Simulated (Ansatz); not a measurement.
A nudged elastic band was laid between two geometries of C$_{2}$H$_{7}$BN$_{2}$ (12 atoms, charge 0, multiplicity 1).

All numbers below come from RKS PBE-D4/cc-pVDZ in Ansatz.

| Property | Result |
| --- | --- |
| movable images | 9 |
| climbing image | yes |
| spring | 5.0 eV/Å² |
| optimiser | quadratic models (default) |
| start path | through a guess of the saddle point |
| force threshold | 0.03 eV/Å |
| iteration limit | 60 |
| end points | relaxed |

First end point:

```xyz
12
Properties=species:S:1:pos:R:3
B -1.468 0.793 0.702
C -0.034 0.241 0.939
C 0.826 -0.176 -0.239
N 2.037 0.271 -0.294
N 0.216 -1.074 -1.116
H -2.038 1.414 1.578
H -2.088 0.544 -0.321
H -0.312 -0.686 1.521
H 0.579 0.840 1.638
H 2.503 -0.079 -1.154
H 0.660 -1.150 -2.034
H -0.803 -0.992 -1.185
```

Last end point:

```xyz
12
Properties=species:S:1:pos:R:3
B -1.467 0.794 0.702
C -0.034 0.241 0.938
C 0.826 -0.176 -0.239
N 2.036 0.272 -0.294
N 0.216 -1.074 -1.115
H -2.089 0.543 -0.320
H -2.036 1.415 1.578
H -0.315 -0.686 1.519
H 0.580 0.838 1.639
H 2.503 -0.076 -1.155
H 0.661 -1.152 -2.034
H -0.803 -0.994 -1.185
```

(1) What changes between the two ends?

(2) What energy profile does the band end with?

(3) What is the geometry of the highest image?

Results:

(1) No bond is made or broken. The dihedral H7–B1–C2–C3 goes from 22 to -163°. The two ends are copies of one structure, up to a mirror image or an exchange of like atoms.

(2) It converged. The highest image is number 4 of 0 to 10, 2.1 kcal/mol above the ends, which have the same energy within 2 meV. The profile has 2 maxima (images 4, 6) with wells between them (image 5): this band takes more than one step, which may be the mechanism or a detour left from its start path. A vibrational analysis at the climbing image gives one clearly imaginary mode, 321i cm⁻¹: a first-order saddle point.

```tsv
image	path coordinate (Å)	energy (kcal/mol)	dihedral H7–B1–C2–C3 (°)
0	0.00	0.0	22
1	0.68	0.2	28
2	1.37	0.9	50
3	2.05	1.4	75
4	2.73	2.1	93
5	3.39	1.0	118
6	4.06	2.0	134
7	4.72	0.7	161
8	5.38	0.4	-178
9	6.03	0.1	-165
10	6.69	0.0	-163
```

(3) 
```xyz
12
Properties=species:S:1:pos:R:3:forces:R:3
B -1.338 0.826 0.612 0.00 0.00 0.00
C -0.128 -0.050 1.098 0.00 0.00 0.00
C 0.754 -0.150 -0.153 0.00 -0.01 -0.01
N 1.888 0.467 -0.181 0.00 0.00 0.00
N 0.187 -0.910 -1.164 -0.01 0.02 0.00
H -1.247 2.037 0.588 0.00 0.00 0.00
H -2.358 0.309 0.186 0.00 0.00 0.00
H -0.416 -1.070 1.424 0.00 0.00 0.00
H 0.495 0.440 1.867 0.00 0.00 0.00
H 2.349 0.320 -1.100 0.00 0.00 0.00
H 0.643 -0.979 -2.072 0.00 -0.01 0.01
H -0.751 -1.296 -1.071 0.01 0.00 0.00
```

Run time: 6.5 min on 2 threads of Intel(R) Xeon(R) Platinum 8259CL CPU @ 2.50GHz (Skylake/Cascade Lake), with other jobs on the host, peak memory 0.17 GiB.
